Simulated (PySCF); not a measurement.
Atoms are numbered as in `[CH3:1][c:2]1[cH:3][c:4]([N:5]([CH3:6])[CH3:7])[cH:8][cH:9][p:10]1`. Each H is labelled by its parent atom.

PySCF 2.14.0 with density-fitted response routines calculation with GFN2-xTB geometry and NMR shieldings at PBE0/pcSseg-1/GIAO; one conformer, isolated molecule, one averaged value for each set of equivalent atoms, no relativistic terms.

Problem. List the cross peaks expected in HSQC, COSY and HMBC spectra.

Solution. 

HSQC (one-bond C–H):
```csv
δH,δC
8.83 (H(C9)),165.3 (C9)
7.21 (H(C3)),123.0 (C3)
7.13 (H(C8)),119.9 (C8)
3.18 (H(C6)/H(C7)),41.6 (C6/C7)
2.81 (H(C1)),28.0 (C1)
```

COSY cross peaks (H two or three bonds apart, from the bond graph; peaks can be absent where the dihedral angle is near 90°):
```csv
δH,δH
8.83 (H(C9)),7.13 (H(C8))
```

HMBC (two and three bonds, from the bond graph):
```csv
δH,δC
8.83 (H(C9)),"179.8 (C2), 153.2 (C4), 119.9 (C8)"
7.21 (H(C3)),"179.8 (C2), 153.2 (C4), 119.9 (C8), 28.0 (C1)"
7.13 (H(C8)),"165.3 (C9), 153.2 (C4), 123.0 (C3)"
3.18 (H(C6)/H(C7)),"153.2 (C4), 41.6 (C6/C7)"
2.81 (H(C1)),"179.8 (C2), 123.0 (C3)"
```

δ = σ(ref) − σ, references computed at the same level: ¹H, ¹³C against TMS.

Short H···H contacts in this conformer between protons four or more bonds apart (candidates for NOE cross peaks, intensity ∝ r⁻⁶): H(C3)···H(C6) 2.18 Å, H(C7)···H(C8) 2.19 Å, H(C1)···H(C3) 2.61 Å.

Shifts are as computed. Against solution values, carbons near 30 ppm lie about +3 ppm off and those near 130 ppm about +5 ppm. Of 1211 compounds with measured shifts, 218 miss one by over three times the rms of a fit or turn the order of signals round; such compounds aren't used in these exercises.
